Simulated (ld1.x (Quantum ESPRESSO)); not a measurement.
## An all-electron radial function and its pseudo partner (neodymium)

Columns: radius, all-electron u(r) and pseudo u(r) of the 5p shell (level -24.67 eV) of neodymium in the configuration [Kr] 4d10 4f3 5s2 5p6 5d1 6s2 6p0; PBE, scalar-relativistic, PAW scheme, ld1.x (Quantum ESPRESSO) 7.5.

```csv
r (bohr),all-electron,pseudo
0.205,-0.3011,-0.0116
0.410,0.3606,-0.0450
0.615,0.3512,-0.0964
0.820,-0.1331,-0.1600
1.025,-0.5675,-0.2287
1.230,-0.8138,-0.2951
1.435,-0.8958,-0.3521
1.640,-0.8703,-0.3943
1.845,-0.7868,-0.4179
2.050,-0.6798,-0.4217
2.255,-0.5699,-0.4065
2.460,-0.4680,-0.3755
2.665,-0.3786,-0.3332
2.870,-0.3031,-0.2847
3.075,-0.2409,-0.2354
3.280,-0.1903,-0.1894
3.485,-0.1497,-0.1497
3.690,-0.1173,-0.1173
3.895,-0.0917,-0.0917
4.100,-0.0714,-0.0714
4.305,-0.0555,-0.0555
4.510,-0.0430,-0.0430
4.715,-0.0333,-0.0333
4.920,-0.0257,-0.0257
5.125,-0.0198,-0.0198
5.330,-0.0153,-0.0153
```

(1) How many radial nodes do the two functions have?

(2) At about which radius was the pseudo-wave matched?

(3) Where does each function peak?

(4) Is the pseudo-wave norm-conserving?

Answers

(1) The all-electron 5p function has n − l − 1 = 3 (the table is too coarse to show those close to the nucleus); the pseudo-wave has 0, since the states of the same l below it are removed with the core.

(2) 3.65 bohr, where the columns begin to agree (steps of 0.20 bohr).

(3) Outermost all-electron maximum near 1.44 bohr, pseudo maximum near 2.05 bohr (to the table’s step).

(4) No, it belongs to a PAW set: the norm inside the radius is not constrained, and the difference is carried by the augmentation charge.
